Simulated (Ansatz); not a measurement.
Input (CCSDT(Q)/def2-SVP; Ansatz, a first-principles code):

Ansatz 0.2 input:
```yaml
crystal:
  periodic: [false, false, false]
  atoms:
    - {symbol: Mg, position_ang: [-0.00000000, -0.00000000, -0.00000000]}
    - {symbol: C, position_ang: [1.61220562, 0.24079058, -1.31322951]}
    - {symbol: H, position_ang: [2.35834342, -0.54997301, -1.18953383]}
    - {symbol: H, position_ang: [2.12560455, 1.19413256, -1.15546417]}
    - {symbol: H, position_ang: [1.29099143, 0.21835513, -2.35900549]}
    - {symbol: C, position_ang: [-1.61220562, -0.24079058, 1.31322951]}
    - {symbol: H, position_ang: [-2.19206202, -1.13993701, 1.08381383]}
    - {symbol: H, position_ang: [-2.30280754, 0.60677307, 1.26812799]}
    - {symbol: H, position_ang: [-1.28006984, -0.32935074, 2.35206165]}
basis:
  gaussian:
    orbitals: def2-SVP
magnetization: {spin_polarized: false}
correlation: {method: ccsdt_q, electrons: outside_noble_gas}
```

Output:

```
Functional definition: HF
integrals: 0.08 GiB planned
1404 factors; integrals over basis functions are off by at most 2.2e-7 eV
mean field: 0.24 GiB planned
mean field evaluation 1: about -7580.6331 eV, gradient 3.1e1 eV
mean field evaluation 2: about -7580.6455 eV, gradient 3.1e1 eV
mean field evaluation 4: about -7583.2870 eV, gradient 2.1e0 eV
mean field evaluation 8: about -7583.3072 eV, gradient 3.0e-4 eV
mean field evaluation 16: about -7583.3068 eV, gradient 2.5e-1 eV
mean field -7583.30724347 eV, -278.6814010474 hartree, gradient 1.5e-6 eV, S^2 0.000000; 0 other end points of the search recorded, 0 dependent functions left out
7 core orbitals not correlated
reference -7583.30724347 eV, -278.6814010474 hartree; 8, 8 occupied and 61, 61 virtual orbitals, 1404 factors
second order -9.10108839 eV of doubles, -0.00000000 eV of singles
coupled cluster: 1.52 GiB planned
cycle   1  -9.82172962 eV  change   -7.2e-1 eV  update   7.8e-2
cycle   2  -10.28825930 eV  change   -4.7e-1 eV  update   3.2e-2
cycle   3  -10.44367220 eV  change   -1.6e-1 eV  update   1.4e-2
cycle   4  -10.43094590 eV  change    1.3e-2 eV  update   4.9e-3
cycle   5  -10.42680349 eV  change    4.1e-3 eV  update   2.9e-3
cycle   6  -10.42866789 eV  change   -1.9e-3 eV  update   9.3e-4
cycle   7  -10.42871142 eV  change   -4.4e-5 eV  update   4.2e-4
cycle   8  -10.42855474 eV  change    1.6e-4 eV  update   1.6e-4
cycle   9  -10.42866436 eV  change   -1.1e-4 eV  update   6.1e-5
cycle  10  -10.42865988 eV  change    4.5e-6 eV  update   2.2e-5
cycle  11  -10.42862995 eV  change    3.0e-5 eV  update   8.3e-6
cycle  12  -10.42864250 eV  change   -1.3e-5 eV  update   3.2e-6
cycle  13  -10.42864441 eV  change   -1.9e-6 eV  update   1.2e-6
cycle  14  -10.42864672 eV  change   -2.3e-6 eV  update   5.3e-7
cycle  15  -10.42864699 eV  change   -2.8e-7 eV  update   1.7e-7
perturbative correction -0.01377122 eV, -0.0005060831 hartree
Total energy: -7593.74966169 eV, -279.0651528387 hartree
```
